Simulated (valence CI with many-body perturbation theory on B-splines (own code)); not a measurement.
## Tm⁵⁶⁺: electric-dipole lines

Calculated by relativistic CI+MBPT: three valence electrons over a frozen Dirac-Fock core [Ne], radial functions for each j: 11 s, 11 p, 10 d, 8 f, 5 g, 2 h, with the one-electron correlation potential Σ1, the two-electron term Σ2, the three-electron term Σ3, Breit, model QED; selected CI, second order for the rest, scaled by the run's own slope (own B-spline code, finite nucleus).

The last digits are not significant, and no measured levels were compared; by estimate large intervals hold to a few tenths of a per cent, small ones and those within an open d or f shell to about a per cent.

Lines 151 to 200 of 588 in falling wavelength, among levels below 2761.9 eV, chosen from the strongest by gf and those to the six lowest levels. Wavelengths and rates use the calculated energies. Electric multipoles are in the length gauge, E1 and E2 with the static RPA response of the core. Weak lines are less certain than strong ones. Lines between different terms over intervals too small for the method are left out, as are lines whose strength nearly cancels. The highest levels of a list are the least certain.

Levels are named by their leading jj configuration (3d3/2^4 stands for four electrons in 3d with j = 3/2), which in mixed levels can hold well under half, so a name can repeat and another be missing. Letters in brackets count levels of one name in rising energy.

| λ vac (Å) | Upper | Lower | A (s⁻¹) | S (a.u.) with core polarisation | S without |
| --- | --- | --- | --- | --- | --- |
| 47.29 | (3d3/2^2 3d5/2) J=5/2 [b] | (3p3/2 3d3/2^2) J=3/2 [b] | 2.09e+11 | 6.55e-02 | 6.64e-02 |
| 47.29 | (3s 3d3/2 3d5/2) J=7/2 [a] | (3s 3p3/2 3d3/2) J=5/2 [a] | 1.74e+11 | 7.28e-02 | 7.38e-02 |
| 47.28 | (3d3/2^2 3d5/2) J=1/2 | (3p3/2 3d3/2^2) J=1/2 | 1.67e+11 | 1.74e-02 | 1.77e-02 |
| 47.18 | (3p3/2 3d5/2^2) J=1/2 | (3p3/2^2 3d5/2) J=1/2 | 4.14e+11 | 4.29e-02 | 4.35e-02 |
| 47.15 | (3p3/2 3d3/2 3d5/2) J=9/2 [b] | (3p3/2^2 3d3/2) J=7/2 | 4.26e+11 | 2.20e-01 | 2.23e-01 |
| 47.14 | (3s 3d5/2^2) J=1/2 | (3s 3p3/2 3d5/2) J=3/2 [b] | 2.78e+11 | 2.88e-02 | 2.92e-02 |
| 47.11 | (3p1/2 3d3/2 3d5/2) J=1/2 | (3p1/2 3p3/2 3d3/2) J=1/2 [a] | 1.87e+11 | 1.93e-02 | 1.96e-02 |
| 47.08 | (3p1/2 3d3/2 3d5/2) J=7/2 [b] | (3p1/2 3p3/2 3d3/2) J=5/2 [b] | 1.94e+11 | 7.98e-02 | 8.09e-02 |
| 47.08 | (3p1/2 3d3/2 3d5/2) J=3/2 [a] | (3p1/2 3p3/2 3d3/2) J=3/2 [a] | 1.22e+11 | 2.52e-02 | 2.55e-02 |
| 47.07 | (3p3/2^2 3d5/2) J=3/2 | (3p3/2^3) J=3/2 | 3.51e+11 | 7.23e-02 | 7.34e-02 |
| 47.07 | (3p1/2 3p3/2 3d5/2) J=3/2 [b] | (3p1/2 3p3/2^2) J=1/2 | 1.36e+11 | 2.80e-02 | 2.84e-02 |
| 47.06 | (3p3/2 3d3/2 3d5/2) J=1/2 [b] | (3p3/2^2 3d3/2) J=3/2 [b] | 2.86e+11 | 2.94e-02 | 2.98e-02 |
| 47.05 | (3p3/2 3d5/2^2) J=3/2 [a] | (3p3/2^2 3d5/2) J=5/2 [a] | 2.49e+11 | 5.13e-02 | 5.20e-02 |
| 46.97 | (3p1/2 3d3/2 3d5/2) J=5/2 [a] | (3p1/2 3p3/2 3d3/2) J=5/2 [a] | 8.18e+10 | 2.51e-02 | 2.54e-02 |
| 46.96 | (3p3/2 3d3/2 3d5/2) J=3/2 [b] | (3p3/2^2 3d3/2) J=1/2 | 1.39e+11 | 2.85e-02 | 2.89e-02 |
| 46.93 | (3p3/2 3d5/2^2) J=5/2 [b] | (3p3/2^2 3d5/2) J=5/2 [a] | 2.16e+11 | 6.62e-02 | 6.71e-02 |
| 46.90 | (3d3/2^2 3d5/2) J=3/2 | (3p3/2 3d3/2^2) J=3/2 [a] | 1.26e+11 | 2.57e-02 | 2.61e-02 |
| 46.87 | (3d3/2 3d5/2^2) J=3/2 [a] | (3p3/2 3d3/2 3d5/2) J=5/2 [b] | 1.26e+11 | 2.56e-02 | 2.60e-02 |
| 46.87 | (3p3/2 3d3/2 3d5/2) J=5/2 [c] | (3p3/2^2 3d3/2) J=5/2 | 1.71e+11 | 5.20e-02 | 5.28e-02 |
| 46.84 | (3s 3p1/2 3d5/2) J=7/2 | (3s 3p1/2 3p3/2) J=5/2 | 1.31e+11 | 5.33e-02 | 5.40e-02 |
| 46.82 | (3d3/2 3d5/2^2) J=3/2 [a] | (3p3/2 3d3/2 3d5/2) J=3/2 [a] | 1.80e+11 | 3.65e-02 | 3.70e-02 |
| 46.81 | (3s^2 3d5/2) J=5/2 | (3s^2 3p3/2) J=3/2 | 2.04e+11 | 6.18e-02 | 6.27e-02 |
| 46.79 | (3p1/2 3d3/2 3d5/2) J=3/2 [b] | (3p1/2 3p3/2 3d3/2) J=1/2 [b] | 1.05e+11 | 2.13e-02 | 2.16e-02 |
| 46.76 | (3p3/2 3d5/2^2) J=3/2 [b] | (3p3/2^2 3d5/2) J=5/2 [b] | 2.07e+11 | 4.18e-02 | 4.24e-02 |
| 46.75 | (3d3/2 3d5/2^2) J=3/2 [b] | (3p3/2 3d3/2 3d5/2) J=5/2 [d] | 2.48e+11 | 5.00e-02 | 5.07e-02 |
| 46.65 | (3p3/2^2 3d5/2) J=5/2 [b] | (3p3/2^3) J=3/2 | 4.74e+11 | 1.43e-01 | 1.45e-01 |
| 46.60 | (3p1/2^2 3d5/2) J=5/2 | (3p1/2^2 3p3/2) J=3/2 | 9.86e+10 | 2.96e-02 | 3.00e-02 |
| 46.60 | (3s 3d5/2^2) J=5/2 | (3s 3p3/2 3d5/2) J=3/2 [a] | 4.95e+10 | 1.48e-02 | 1.50e-02 |
| 46.58 | (3p1/2 3p3/2 3d5/2) J=5/2 [b] | (3p1/2 3p3/2^2) J=3/2 | 3.63e+11 | 1.09e-01 | 1.10e-01 |
| 46.54 | (3s 3p3/2 3d5/2) J=5/2 [b] | (3s 3p3/2^2) J=3/2 | 4.00e+11 | 1.19e-01 | 1.21e-01 |
| 46.42 | (3d3/2 3d5/2^2) J=7/2 [a] | (3p3/2 3d3/2 3d5/2) J=7/2 [a] | 1.16e+11 | 4.59e-02 | 4.65e-02 |
| 46.34 | (3p3/2 3d5/2^2) J=3/2 [b] | (3p3/2^2 3d5/2) J=3/2 | 4.86e+11 | 9.54e-02 | 9.68e-02 |
| 46.31 | (3p1/2 3p3/2 3d5/2) J=7/2 [b] | (3p1/2 3p3/2^2) J=5/2 | 2.61e+11 | 1.02e-01 | 1.04e-01 |
| 46.20 | (3s 3p3/2 3d5/2) J=7/2 [a] | (3s 3p3/2^2) J=5/2 | 2.13e+11 | 8.28e-02 | 8.40e-02 |
| 46.18 | (3s 3d5/2^2) J=5/2 | (3s 3p3/2 3d5/2) J=7/2 [a] | 5.92e+10 | 1.73e-02 | 1.75e-02 |
| 46.12 | (3s 3p1/2 3d5/2) J=5/2 [a] | (3s 3p1/2 3p3/2) J=3/2 [a] | 1.98e+11 | 5.76e-02 | 5.84e-02 |
| 46.11 | (3p1/2 3d5/2^2) J=9/2 | (3p1/2 3p3/2 3d5/2) J=9/2 | 6.61e+10 | 3.20e-02 | 3.24e-02 |
| 46.11 | (3p1/2 3d5/2^2) J=5/2 | (3p1/2 3p3/2 3d5/2) J=5/2 [a] | 1.56e+11 | 4.53e-02 | 4.59e-02 |
| 46.11 | (3s 3d3/2 3d5/2) J=5/2 [a] | (3s 3p3/2 3d3/2) J=3/2 [a] | 1.86e+11 | 5.39e-02 | 5.46e-02 |
| 46.08 | (3p1/2 3d5/2^2) J=1/2 | (3p1/2 3p3/2 3d5/2) J=3/2 [b] | 3.30e+11 | 3.19e-02 | 3.23e-02 |
| 45.97 | (3d3/2 3d5/2^2) J=1/2 | (3p3/2 3d3/2 3d5/2) J=1/2 [a] | 1.62e+11 | 1.55e-02 | 1.58e-02 |
| 45.86 | (3s 3p3/2 3d5/2) J=3/2 [b] | (3s 3p3/2^2) J=1/2 | 1.92e+11 | 3.66e-02 | 3.71e-02 |
| 45.70 | (3p3/2 3d3/2 3d5/2) J=5/2 [c] | (3p3/2^2 3d3/2) J=3/2 [a] | 1.37e+11 | 3.88e-02 | 3.93e-02 |
| 45.66 | (3d3/2 3d5/2^2) J=11/2 | (3p3/2 3d3/2 3d5/2) J=11/2 | 6.97e+10 | 3.93e-02 | 3.99e-02 |
| 45.57 | (3p1/2 3d5/2^2) J=3/2 | (3p1/2 3p3/2 3d5/2) J=3/2 [a] | 2.03e+11 | 3.80e-02 | 3.85e-02 |
| 45.57 | (3d3/2 3d5/2^2) J=5/2 [a] | (3p3/2 3d3/2 3d5/2) J=5/2 [a] | 5.80e+10 | 1.63e-02 | 1.65e-02 |
| 45.52 | (3s 3d3/2 3d5/2) J=3/2 [a] | (3s 3p3/2 3d3/2) J=1/2 [a] | 1.78e+11 | 3.32e-02 | 3.37e-02 |
| 45.39 | (3p1/2 3d5/2^2) J=7/2 | (3p1/2 3p3/2 3d5/2) J=7/2 [a] | 7.29e+10 | 2.69e-02 | 2.73e-02 |
| 45.36 | (3d3/2 3d5/2^2) J=7/2 [b] | (3p3/2 3d3/2 3d5/2) J=7/2 [b] | 1.56e+11 | 5.76e-02 | 5.84e-02 |
| 45.32 | (3p3/2 3d3/2 3d5/2) J=3/2 [b] | (3p3/2^2 3d3/2) J=3/2 [a] | 1.65e+11 | 3.04e-02 | 3.08e-02 |
